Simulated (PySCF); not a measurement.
Ge(H)2(OH)(OMe), CH6GeO2, SMILES [GeH2]([O]C)[OH] at its PBE0/def2-SVP optimised geometry (Å):

```
10

Ge    -1.5283    -0.2193     0.0000
O     -1.9287     1.5012     0.0000
O      0.2502    -0.2193     0.0000
C      0.9895    -1.4067    -0.0022
H     -2.0617    -0.8846    -1.2839
H     -2.0589    -0.8883     1.2833
H     -1.1245     2.0337     0.0129
H      0.7936    -2.0337     0.8896
H      0.7983    -2.0271    -0.8995
H      2.0617    -1.1534     0.0015
```

Calculation: PySCF with PBE0/def2-TZVP. Cells within 0.4 Å of a nucleus heavier than hydrogen are left out (blank, or x).

Map of the Laplacian of the electron density (e/bohr⁵), clipped to [-1.50, 1.50] on the plane z = 0.0 Å:

```
|555555555555555555555555555|
|555555555555555555555555555|
|555555555555555555555555555|
|555555555555555555555555555|
|555555555555555555555555555|
|555555555555555555555555555|
|555555555555555555555555555|
|555555666205555555555555555|
|5555565xx245555555555555555|
|5555565xx665555555555555555|
|555555643655555555555555555|
|555555556555555555555555555|
|555555589995666655555555555|
|55555569xx965xx465555555555|
|55555569xx975xx465555555555|
|555555599995662455555555555|
|5555555567555653x3205555555|
|555555555555555xxx215555555|
|5555555555555555x5555555555|
|555555555555555555555555555|
|555555555555555555555555555|
|555555555555555555555555555|
|555555555555555555555555555|
|555555555555555555555555555|
|555555555555555555555555555|
|555555555555555555555555555|
|555555555555555555555555555|
```
Scale: ten equal steps from -1.50 (start of '0') to 1.50 (end of '9'), in the order '0123456789'; x runs from -4.50 to 4.50, y from -4.50 (bottom) to 4.50 (top).
